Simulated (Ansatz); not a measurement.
`[SiH3]CC1C[SiH2]1` + H₂ → `CC1C[SiH2]1` + SiH₄ at 500 K and 1 bar (hydrogenolysis of a C–Si bond).

Isolated molecules relaxed with PBE0-D4/def2-TZVP in Ansatz; ΔE leaves out vibrations. CCSD(T)/CBS adds triple-zeta CCSD(T) − MP2 to the extrapolated MP2 energy (def2 sets, frozen cores). This one scheme is used for every species. Each species was taken in one conformer, which may not be the lowest.

| species | CCSD(T)/CBS energy (Eh) | H − E (kJ/mol) | S (J/(mol·K)) |
| --- | --- | --- | --- |
| `[SiH3]CC1C[SiH2]1` | -698.28589 | 352.2 | 441.9 |
| H₂ | -1.17544 | 41.0 | 145.5 |
| `CC1C[SiH2]1` | -408.00872 | 298.4 | 364.8 |
| SiH₄ | -291.46306 | 102.4 | 230.9 |

H − E and S are ideal-gas, rigid-rotor, harmonic terms from PBE0-D4/def2-TZVP, for one conformer and one mirror image of each species. For small species the MP2-based limit differs from directly extrapolated CCSD(T) by up to some mEh (0.8 for H₂); such offsets cancel only in part. 1 Eh = 2625.50 kJ/mol, R = 8.31446 J/(mol·K).

Problem. By hand: ΔE, ΔH, ΔS and ΔG.

Solution. ΔE = (-408.00872) + (-291.46306) − (-698.28589) − (-1.17544) = -0.01045 Eh = -27.4 kJ/mol. Δ(H − E) = 298.4 + 102.4 − 352.2 − 41.0 = 7.6, so ΔH = -19.8 kJ/mol. ΔS = 364.8 + 230.9 − 441.9 − 145.5 = 8.3 J/(mol·K). ΔG = -19.8 − 500 × (8.3)/1000 = -24.0 kJ/mol.

Problem. By hand: the equilibrium constant, and the temperature at which ΔG would vanish if ΔH and ΔS stayed fixed.

Solution. log₁₀ K = −ΔG/(RT ln 10) = 2.5. ΔH and −TΔS have one sign here, so there is no such temperature.

The number of gas molecules stays the same, so ΔS is small and ΔH decides. A doubt of 5 kJ/mol in ΔE shifts log₁₀ K by 0.5 here. Other conformers and mirror images would add mixing entropy, several J/(mol·K) or more a flexible species. These are equilibria of isolated gas molecules and say nothing of rates. Largest T1 diagnostic: 0.011 (customary marks: 0.02 for closed shells, 0.045 for open ones).

ΔS is within the doubt of such terms, so its sign, and with it that verdict, could turn.
